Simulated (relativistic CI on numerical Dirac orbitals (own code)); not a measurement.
**Ru⁴⁺: resonant inelastic scattering at the L2,3 edge**

Computed with this model: Dirac-Coulomb-Breit CI, orbitals from a KLI potential per configuration, model QED, valence Slater integrals scaled by 0.8, Kramers-Heisenberg scattering through one core-hole configuration in a parametric crystal field; configurations [Kr] 4d4 → [He] 2s2 2p5 3s2 3p6 3d10 4s2 4p6 4d5; 80 K; core-hole width 2.4 eV; summed over polarisations. Incident energies are the highest absorption maxima for each field (at most a few, so the weaker spin-orbit partner edge can be absent), on the computed scale of the free ion. Intensities are in per cent of the strongest line above 0.02 eV; levels within 1 cm⁻¹ are merged; final levels count from the ground level, the first row holds all elastic scattering, lines under 0.4 are left out and each table stops after 24 rows. The scale of the Slater integrals is a model choice and moves the terms in proportion.

Field parameters in Wybourne normalisation: Oh B⁴₀ = 21Dq, B⁴₄ = √(5/14) B⁴₀. The field is a parameter set, without covalency.

S is read from ⟨S²⟩ = S(S + 1).

Oh, 10Dq = 7250 cm⁻¹:

```csv
Final level (eV),Degeneracy,Irrep,S,2845.4 eV,2974.7 eV
0.000,1,A1,1.96,2250.8,165.5
0.033,3,T1,1.98,22.2,34.1
0.063,2,E,1.99,100.0,13.2
0.079,3,T2,1.99,48.4,10.0
0.909,3,T2,1.99,80.6,1.0
0.915,3,T1,1.98,10.8,1.5
0.923,1,A1,1.97,26.9,19.9
1.021,3,T1,1.98,2.8,0.3
1.024,2,E,1.97,13.1,6.7
1.084,3,T2,1.97,2.9,7.4
1.265,1,A1,1.03,98.8,33.0
1.374,3,T1,1.02,27.7,20.5
1.424,3,T2,0.99,8.7,22.5
1.444,2,E,1.00,8.0,9.3
2.017,3,T2,0.92,11.0,23.8
2.044,3,T1,0.99,3.5,1.3
2.054,1,A1,1.02,19.2,7.0
2.118,3,T1,1.02,48.6,25.7
2.123,2,E,0.92,6.6,2.4
2.192,3,T2,0.90,5.2,7.6
2.250,3,T1,1.02,5.1,12.0
2.314,2,E,0.99,4.8,3.4
2.324,3,T2,0.99,5.8,0.2
2.385,3,T2,0.91,0.8,2.1
```

Oh, 10Dq = 16350 cm⁻¹:

| Final level (eV) | Degeneracy | Irrep | S | 2845.1 eV |
| --- | --- | --- | --- | --- |
| 0.000 | 1 | A1 | 1.67 | 2967.4 |
| 0.076 | 3 | T1 | 1.79 | 11.6 |
| 0.140 | 2 | E | 1.90 | 53.9 |
| 0.168 | 3 | T2 | 1.94 | 49.5 |
| 0.477 | 1 | A1 | 1.43 | 56.1 |
| 0.519 | 3 | T1 | 1.29 | 4.0 |
| 0.556 | 3 | T2 | 1.08 | 6.4 |
| 0.589 | 2 | E | 1.14 | 6.8 |
| 1.509 | 3 | T2 | 0.21 | 13.6 |
| 1.641 | 2 | E | 0.23 | 29.5 |
| 1.971 | 1 | A1 | 1.53 | 68.2 |
| 2.032 | 3 | T1 | 1.66 | 100.0 |
| 2.100 | 3 | T2 | 1.89 | 65.7 |
| 2.110 | 3 | T1 | 1.57 | 15.1 |
| 2.143 | 2 | E | 1.64 | 20.9 |
| 2.201 | 3 | T2 | 1.29 | 1.5 |
| 2.203 | 3 | T1 | 1.18 | 15.9 |
| 2.240 | 3 | T2 | 1.55 | 14.4 |
| 2.329 | 1 | A1 | 1.54 | 4.3 |
| 2.347 | 3 | T1 | 1.39 | 59.1 |
| 2.399 | 2 | E | 1.00 | 6.4 |
| 2.440 | 3 | T2 | 1.11 | 0.6 |
| 2.464 | 3 | T2 | 1.04 | 1.7 |
| 2.510 | 3 | T1 | 1.44 | 1.4 |

Oh, 10Dq = 25500 cm⁻¹:

```
Final level (eV)  Degeneracy  Irrep     S  2845.6 eV  2974.3 eV
           0.000           1     A1  1.05     2002.4      140.3
           0.118           3     T1  1.05       13.2       10.6
           0.268           2      E  1.04       51.1       40.1
           0.274           3     T2  1.01       17.2       29.7
           1.051           3     T2  1.98       38.8       26.2
           1.061           2      E  1.97       20.6       25.8
           1.070           3     T1  1.96       26.3        4.5
           1.077           1     A1  1.96       29.6       28.1
           1.345           3     T2  0.08        5.7       17.2
           1.479           2      E  0.06       17.4       12.1
           2.611           1     A1  0.20       31.7       32.6
           3.019           3     T1  1.00       97.1      100.0
           3.036           1     A1  0.97       25.9       22.5
           3.053           3     T2  1.00        4.6        8.6
           3.062           3     T1  1.03      100.0        8.2
           3.173           2      E  1.03       37.3       14.4
           3.194           3     T1  1.03       21.7       28.7
           3.212           3     T2  1.02        4.8        0.1
           3.232           2      E  1.00        0.9        0.8
           3.295           3     T2  1.01       21.4        5.5
           3.422           3     T1  1.00       25.1        2.7
           3.511           3     T2  1.07       14.6       23.2
           3.794           3     T2  1.12       31.6        2.0
           3.814           3     T1  1.10        9.7        6.7
```

For the first field the strongest loss at the lowest incident energy is the level at 0.06 eV (S = 1.99, against 1.96 in the thermal ground state). Levels of other spin, the first over 8 % at 1.27 eV, appear because spin-orbit coupling of the core hole, and in heavier ions of the valence shell too, mixes spins.
